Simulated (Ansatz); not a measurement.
`CO[SiH2]CS`, relaxed with RKS PBE0-D4/def2-TZVP in Ansatz 0.2.0 from a PBE-D4/def2-SVP geometry. The force threshold is 0.005 eV/Å; the program also tests the step.

The species carries charge 0 and has multiplicity 1.

Start:

```xyz
13

C     0.612    2.032    0.560
O     0.140    0.896   -0.136
Si    0.504   -0.690    0.308
C    -0.542   -1.749   -0.847
S    -2.308   -1.250   -0.744
H     0.294    2.031    1.629
H     0.195    2.941    0.081
H     1.724    2.112    0.534
H     0.135   -0.939    1.749
H     1.978   -0.956    0.122
H    -0.173   -1.709   -1.894
H    -0.498   -2.808   -0.520
H    -2.061    0.089   -0.840
```

Task: By how much does the energy fall, and how many steps does the optimiser take? (Estimate.)

Result: The calculation gave: 7.74 kJ/mol, in 6 steps.

Task: Which bonds change most? (Estimate.)

Result: The calculation gave: O2–Si3 from 1.686 to 1.644 Å; C4–S5 from 1.838 to 1.813 Å; S5–H13 from 1.364 to 1.343 Å; Si3–C4 from 1.884 to 1.864 Å.

Task: Give the relaxed structure. (Estimate.)

Result: Computed: 
```xyz
13

C     0.640    2.020    0.566
O     0.152    0.903   -0.139
Si    0.476   -0.650    0.295
C    -0.533   -1.725   -0.845
S    -2.295   -1.305   -0.763
H     0.329    1.998    1.617
H     0.235    2.921    0.104
H     1.734    2.072    0.526
H     0.095   -0.884    1.715
H     1.934   -0.931    0.138
H    -0.170   -1.683   -1.875
H    -0.455   -2.763   -0.512
H    -2.142    0.028   -0.827
```
